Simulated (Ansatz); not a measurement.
Z-matrix (Å, degrees):
```
C
C 1 1.498
H 1 1.090 2 110.8
H 1 1.090 2 110.4 3 120.8
H 1 1.094 2 108.8 3 -119.7
F 2 1.361 1 110.5 3 60.7
I 2 2.166 1 111.4 3 -60.1
H 2 1.090 1 113.7 3 -177.3
```

Total charge 0; spin multiplicity 1. I takes the def2 core potential.

Question: List the ωB97M-V/def2-TZVPP orbital energies in eV (Ansatz 0.2.0). (Estimate.)

Answer: Ansatz gave: Occupied: -677.97, -285.17, -281.91, -190.68, -136.51, -136.22, -136.21, -55.41, -55.31, -55.30, -55.05, -55.05, -37.09, -25.06, -22.30, -20.29, -17.63, -16.29, -16.24, -14.38, -14.01, -12.94, -11.22, -9.76, -9.65. Lowest empty: 0.95, 2.81, 3.58, 4.31, 4.46, 4.74, 5.21, 5.94.
